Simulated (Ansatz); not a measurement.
`[SiH3][SiH](Cl)Br` + H₂O → `O[SiH]([SiH3])Cl` + HBr at 500 K and 1 bar (formal hydrolysis of the Si–Br bond).

Gas-phase electronic energies from Ansatz, PBE0-D4/def2-TZVP geometries. CCSD(T)/CBS is the MP2 limit (def2-TZVPP, def2-QZVPP) plus CCSD(T) − MP2 in def2-TZVPP, frozen cores. This one scheme is used for every species. For Br outer-core shells are correlated without core-valence functions, which leaves a few kJ/mol of doubt a bond. Scalar relativity is left out up to krypton. One conformer a species, not always the lowest.

```tsv
species	CCSD(T)/CBS energy (Eh)	H − E (kJ/mol)	S (J/(mol·K))
`[SiH3][SiH](Cl)Br`	-3613.75019	141.5	428.0
H₂O	-76.37941	73.2	206.3
`O[SiH]([SiH3])Cl`	-1116.20942	177.1	416.7
HBr	-2573.91920	30.5	213.7
```

H − E and S are ideal-gas, rigid-rotor, harmonic terms from PBE0-D4/def2-TZVP, for one conformer and one mirror image of each species. 1 Eh = 2625.50 kJ/mol, R = 8.31446 J/(mol·K).

Problem. By hand: ΔE, ΔH, ΔS and ΔG.

Solution. ΔE = (-1116.20942) + (-2573.91920) − (-3613.75019) − (-76.37941) = 0.00098 Eh = 2.6 kJ/mol. Δ(H − E) = 177.1 + 30.5 − 141.5 − 73.2 = -7.1, so ΔH = -4.5 kJ/mol. ΔS = 416.7 + 213.7 − 428.0 − 206.3 = -3.9 J/(mol·K). ΔG = -4.5 − 500 × (-3.9)/1000 = -2.5 kJ/mol.

Problem. By hand: the equilibrium constant, and the temperature at which ΔG would vanish if ΔH and ΔS stayed fixed.

Solution. log₁₀ K = −ΔG/(RT ln 10) = 0.3. ΔG = 0 at ΔH/ΔS = 1154 K, though so small a ΔH makes that figure unsure.

TΔS isn't small against ΔH here. The sign of ΔG lies within the doubt. A doubt of 5 kJ/mol in ΔE shifts log₁₀ K by 0.5 here. Other conformers and mirror images would add mixing entropy, several J/(mol·K) or more a flexible species. These are equilibria of isolated gas molecules and say nothing of rates. Largest T1 diagnostic: 0.012 (customary marks: 0.02 for closed shells, 0.045 for open ones).
